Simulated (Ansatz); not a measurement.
Single points on diphenyliodonium chloride (C₁₂H₁₀ClI).

```yaml
crystal:
  periodic: [false, false, false]
  atoms:
    - {symbol: Cl, position_ang: [-1.641455, -1.118331, 0.946687]}
    - {symbol: C, position_ang: [-1.642240, 4.114817, 2.105158]}
    - {symbol: C, position_ang: [-0.992267, 4.204598, 0.872563]}
    - {symbol: C, position_ang: [-0.418981, 3.061706, 0.295437]}
    - {symbol: C, position_ang: [-0.520328, 1.859402, 0.986824]}
    - {symbol: I, position_ang: [0.670149, 0.219558, 0.079488]}
    - {symbol: C, position_ang: [0.882077, -1.743584, -0.946224]}
    - {symbol: C, position_ang: [1.503672, -1.636078, -2.185670]}
    - {symbol: C, position_ang: [1.844035, -2.820085, -2.856599]}
    - {symbol: C, position_ang: [1.554551, -4.058784, -2.280069]}
    - {symbol: C, position_ang: [0.923513, -4.126338, -1.032651]}
    - {symbol: C, position_ang: [0.568594, -2.956505, -0.349709]}
    - {symbol: C, position_ang: [-1.171217, 1.731826, 2.206898]}
    - {symbol: C, position_ang: [-1.727706, 2.886063, 2.770149]}
    - {symbol: H, position_ang: [-2.093620, 5.006610, 2.549084]}
    - {symbol: H, position_ang: [-0.935145, 5.160298, 0.342969]}
    - {symbol: H, position_ang: [0.088252, 3.124012, -0.672666]}
    - {symbol: H, position_ang: [1.722440, -0.661660, -2.634632]}
    - {symbol: H, position_ang: [2.325311, -2.762549, -3.837595]}
    - {symbol: H, position_ang: [1.814615, -4.979788, -2.809495]}
    - {symbol: H, position_ang: [0.698030, -5.097270, -0.581193]}
    - {symbol: H, position_ang: [0.042882, -2.979357, 0.608065]}
    - {symbol: H, position_ang: [-1.258845, 0.754378, 2.686675]}
    - {symbol: H, position_ang: [-2.236336, 2.817052, 3.736526]}
basis:
  gaussian: {orbitals: def2-TZVP, initial_orbitals: start.molden}
hamiltonian: {xc: r2scan, dispersion: d4}
scf: {omitted_lower_state_checks: [starts]}
output: {forces: true, orbitals: {seedname: orbitals}}
```

The file start.molden holds the orbitals of an earlier run on this structure, at another level or in another basis.

```sh
$ ansatz run in.yaml --threads 4 --pin off --events-out ev --progress --plain --max-ram 6963MiB
```

It prints (some lines left out):

```
Functional definition: r2SCAN
3223 factors; their error is unknown
mean field evaluation 1: about -33227.7056 eV, gradient 9.8e0 eV
mean field evaluation 2: about -33227.8119 eV, gradient 1.4e-1 eV
mean field evaluation 4: about -33227.7165 eV, gradient 1.8e-3 eV
mean field -33227.71646019 eV, -1221.0960573569 hartree, gradient 3.2e-5 eV, S^2 0.000000; 0 other end points of the search recorded, 0 dependent functions left out
reference -33227.71647876 eV, -1221.0960580392 hartree; 62, 62 occupied and 457, 457 virtual orbitals, 3223 factors
Total energy: -33227.96516251 eV, -1221.1051969983 hartree
Atom 0 at    -1.641455    -1.118331     0.946687 Å, force     0.006127     0.008057    -0.035470 eV/Å
Atom 1 at    -1.642240     4.114817     2.105158 Å, force     0.030665    -0.039807    -0.043778 eV/Å
Atom 2 at    -0.992267     4.204598     0.872563 Å, force    -0.021946    -0.027562     0.063746 eV/Å
Atom 3 at    -0.418981     3.061706     0.295437 Å, force     0.019344    -0.075152     0.013754 eV/Å
Atom 4 at    -0.520328     1.859402     0.986824 Å, force    -0.150302     0.133068     0.078031 eV/Å
Atom 5 at     0.670149     0.219558     0.079488 Å, force     0.002792     0.017818    -0.012973 eV/Å
Atom 6 at     0.882077    -1.743584    -0.946224 Å, force    -0.031465    -0.189051    -0.096462 eV/Å
Atom 7 at     1.503672    -1.636078    -2.185670 Å, force    -0.025643     0.024536     0.068084 eV/Å
Atom 8 at     1.844035    -2.820085    -2.856599 Å, force    -0.019474    -0.046260     0.052699 eV/Å
Atom 9 at     1.554551    -4.058784    -2.280069 Å, force    -0.010847     0.065757     0.015565 eV/Å
Atom 10 at     0.923513    -4.126338    -1.032651 Å, force     0.013437     0.032731    -0.024523 eV/Å
Atom 11 at     0.568594    -2.956505    -0.349709 Å, force     0.024879     0.082521    -0.013682 eV/Å
Atom 12 at    -1.171217     1.731826     2.206898 Å, force     0.055869    -0.006177    -0.064795 eV/Å
Atom 13 at    -1.727706     2.886063     2.770149 Å, force     0.017605     0.010506    -0.036154 eV/Å
Atom 14 at    -2.093620     5.006610     2.549084 Å, force     0.133317    -0.265642    -0.134983 eV/Å
Atom 15 at    -0.935145     5.160298     0.342969 Å, force    -0.015557    -0.289115     0.153573 eV/Å
Atom 16 at     0.088252     3.124012    -0.672666 Å, force    -0.155766    -0.031843     0.298485 eV/Å
Atom 17 at     1.722440    -0.661660    -2.634632 Å, force    -0.075018    -0.295549     0.147977 eV/Å
Atom 18 at     2.325311    -2.762549    -3.837595 Å, force    -0.148065    -0.011352     0.295251 eV/Å
Atom 19 at     1.814615    -4.979788    -2.809495 Å, force    -0.079131     0.276153     0.156670 eV/Å
Atom 20 at     0.698030    -5.097270    -0.581193 Å, force     0.068008     0.295397    -0.132131 eV/Å
Atom 21 at     0.042882    -2.979357     0.608065 Å, force     0.183201    -0.024811    -0.322307 eV/Å
Atom 22 at    -1.258845     0.754378     2.686675 Å, force     0.022316     0.339704    -0.135044 eV/Å
Atom 23 at    -2.236336     2.817052     3.736526 Å, force     0.155652     0.016072    -0.291533 eV/Å
Dipole moment:     0.620513     0.396182    -0.298864 e Å
Checks for a lower state left out: starts
```

Hardware: 4 threads of Arm Neoverse V2 on a shared host. Wall time 35 s, peak host memory 1.5 GiB.

First input, but with `gaussian: {orbitals: def2-SVP, initial_orbitals: start.molden}`, `hamiltonian: {xc: pbe0, dispersion: d4}`, `output: {orbitals: {seedname: orbitals}}` (abridged; 11 s):

```
Functional definition: PBE0
mean field -33195.57889614 eV, -1219.9150236615 hartree, gradient 6.1e-5 eV, S^2 0.000000
Total energy: -33196.38144351 eV, -1219.9445167335 hartree
Checks for a lower state left out: starts
```

First input, but with `gaussian: {orbitals: STO-3G}`, `hamiltonian: {xc: hf}`, `output: {orbitals: {seedname: orbitals}}` (abridged; 1.8 s):

```
Functional definition: HF
mean field -211152.91740819 eV, -7759.7265901629 hartree, gradient 3.8e-5 eV, S^2 0.000000
Total energy: -211152.91740819 eV, -7759.7265901629 hartree
Checks for a lower state left out: starts
```

First input, but with `gaussian: {orbitals: def2-SVP, initial_orbitals: start.molden}`, `correlation: {method: mp2}`, `output: {orbitals: {seedname: orbitals}}` and without the key `hamiltonian` (abridged; 17 s):

```
Functional definition: HF
mean field -33082.04460922 eV, -1215.7427155736 hartree, gradient 3.1e-6 eV, S^2 0.000000; unrestricted orbitals would lower it
mean field evaluation 16: about -33082.5643 eV, gradient 1.7e-1 eV
21 core orbitals not correlated: weight in the atoms' cores, before any rotation towards them, 1.000 or more for the frozen orbitals, at most 0.000 for the correlated occupied ones
second order -50.37938210 eV of doubles, -0.00000000 eV of singles
Total energy: -33132.42399132 eV, -1217.5941237174 hartree
Checks for a lower state left out: starts
```

First input, but with `hamiltonian: {xc: pbe0, dispersion: d4}`, `output: {orbitals: {seedname: orbitals}}` (abridged; 41 s):

```
Functional definition: PBE0
mean field -33213.43499622 eV, -1220.5712232362 hartree, gradient 2.0e-5 eV, S^2 0.000000
Total energy: -33214.23755074 eV, -1220.6007165709 hartree
Checks for a lower state left out: starts
```

The first input with `gaussian: {orbitals: def2-SVP, initial_orbitals: start.molden}`, `hamiltonian: {xc: pbe, dispersion: d4}`, `output: {orbitals: {seedname: orbitals}}` (abridged; 6.5 s):

```
Functional definition: PBE
mean field -33192.96040176 eV, -1219.8187957680 hartree, gradient 1.2e-5 eV, S^2 0.000000
Total energy: -33193.89437142 eV, -1219.8531185199 hartree
Checks for a lower state left out: starts
```

As the first input, with `hamiltonian: {xc: pbe, dispersion: d4}` (abridged; 20 s):

```
Functional definition: PBE
mean field -33211.03185503 eV, -1220.4829094265 hartree, gradient 1.2e-5 eV, S^2 0.000000
Total energy: -33211.96584056 eV, -1220.5172327616 hartree
Atom 0 force     0.030755     0.014662    -0.028118 eV/Å
Atom 1 force     0.007945     0.002100    -0.015195 eV/Å
Atom 2 force    -0.002838     0.018134     0.017157 eV/Å
Atom 3 force     0.021463    -0.058872    -0.002390 eV/Å
Atom 4 force    -0.045918    -0.025967    -0.005031 eV/Å
Atom 5 force    -0.016125    -0.003286     0.004805 eV/Å
Atom 6 force    -0.058607    -0.007034     0.002655 eV/Å
Atom 7 force    -0.018377     0.031381     0.048843 eV/Å
Atom 8 force     0.011961    -0.020088    -0.001526 eV/Å
Atom 9 force     0.003121     0.016993    -0.006205 eV/Å
Atom 10 force    -0.006387    -0.011624     0.013135 eV/Å
Atom 11 force     0.027121     0.055213    -0.003765 eV/Å
Atom 12 force     0.049421    -0.004970    -0.036984 eV/Å
Atom 13 force    -0.007130    -0.007888     0.016022 eV/Å
Atom 14 force     0.033359    -0.068488    -0.036901 eV/Å
Atom 15 force    -0.005070    -0.076711     0.039335 eV/Å
Atom 16 force    -0.042008    -0.019330     0.078820 eV/Å
Atom 17 force    -0.027605    -0.074237     0.046430 eV/Å
Atom 18 force    -0.042040    -0.002430     0.078574 eV/Å
Atom 19 force    -0.021862     0.072549     0.039501 eV/Å
Atom 20 force     0.020060     0.079157    -0.034814 eV/Å
Atom 21 force     0.049034    -0.019630    -0.101487 eV/Å
Atom 22 force    -0.003425     0.106023    -0.035088 eV/Å
Atom 23 force     0.043152     0.004342    -0.077773 eV/Å
Dipole moment:     0.589317     0.377148    -0.283691 e Å
Checks for a lower state left out: starts
```

Geometry: r2SCAN-D4/def2-SVP.

In the def2 sets I takes a core potential, while STO-3G treats all electrons; there is no spin–orbit coupling. Correlated methods freeze 21 core orbitals; core or outer-core shells of I are correlated, in sets that lack core-valence functions. The restricted singlet is unstable towards broken spin symmetry in Hartree–Fock (as tested in another run); at HF/STO-3G this wasn't settled. At MP2/def2-SVP the restricted singlet (for correlated methods, its reference) is unstable: a solution with broken spin symmetry lies lower.
